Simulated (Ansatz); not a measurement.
`BC1=C[SiH2]O1` + `C=C=CN` → `BNC=C=C` + `C1=C[SiH2]O1`  (ligand exchange at a B–C bond)

Computed with Ansatz on PBE0-D4/def2-TZVP structures; ΔE is electronic, products minus reactants. CBS: MP2 limit from def2 TZ/QZ plus the TZ coupled-cluster correction, frozen cores. DFT in def2-TZVPP. HSE06 is defined as in plane-wave codes. Each species was taken in one conformer, which may not be the lowest.

`BC1=C[SiH2]O1`:

```xyz
10

B    -0.565   -0.183   -1.910
C    -0.134   -0.105   -0.431
C     0.195    0.980    0.316
Si    0.448   -0.251    1.661
O    -0.026   -1.251    0.376
H    -0.823   -1.227   -2.425
H    -0.630    0.842   -2.519
H     0.213    2.009   -0.005
H    -0.500   -0.282    2.801
H     1.824   -0.531    2.137
```

`C=C=CN`:

```xyz
9

C    -0.825    0.080   -1.687
C    -0.174   -0.187   -0.592
C     0.521   -0.452    0.483
N     0.759    0.413    1.556
H    -1.875   -0.179   -1.806
H    -0.347    0.574   -2.530
H     1.033   -1.408    0.552
H     0.766   -0.054    2.450
H     0.142    1.212    1.573
```

`BNC=C=C`:

```xyz
11

B    -1.255   -0.459    1.957
N    -0.566   -0.545    0.749
C     0.068    0.510    0.086
C     0.710    0.409   -1.047
C     1.351    0.323   -2.174
H    -1.748   -1.451    2.403
H    -1.326    0.604    2.500
H    -0.492   -1.431    0.271
H    -0.006    1.468    0.591
H     2.415    0.104   -2.208
H     0.848    0.468   -3.127
```

`C1=C[SiH2]O1`:

Cartesian coordinates in Å:
```
C -0.153 -0.557 -0.979
C 0.902 -0.431 -0.156
Si -0.251 0.604 0.816
O -1.242 0.144 -0.504
H -0.294 -1.091 -1.915
H 1.886 -0.856 -0.253
H -0.787 0.114 2.109
H -0.061 2.074 0.881
```

Task: Is it downhill or uphill in electronic energy at CCSD(T)/CBS, and by how much? (Estimate.)

Result: Computed: Downhill: ΔE = -132.6 kJ/mol.

Task: What do these levels give: LDA (SPW92), PBE-D4, BLYP-D4, B97M-V, BHLYP-D4, revPBE, HSE06, BHLYP, RPA@PBE/def2-TZVPP, MP2/def2-SVP, CCSD/def2-SVP, HF/def2-TZVPP? (Best estimate.)

Result: Computed: LDA (SPW92) -143.3, PBE-D4 -132.3, BLYP-D4 -130.1, B97M-V -132.0, BHLYP-D4 -133.3, revPBE -129.4, HSE06 -134.5, BHLYP -134.8, RPA@PBE/def2-TZVPP -130.7, MP2/def2-SVP -149.6, CCSD/def2-SVP -147.6, HF/def2-TZVPP -130.5 kJ/mol.

Largest T1 diagnostic among the species: 0.014.

In def2-TZVPP, CCSD(T) changes the Hartree–Fock value by −3.6 kJ/mol (the triples alone add −0.1 kJ/mol) and MP2 by −5.8 kJ/mol. At CCSD(T), def2-SVP lies −15.6 kJ/mol from the extrapolated value and def2-TZVPP −1.6 kJ/mol.
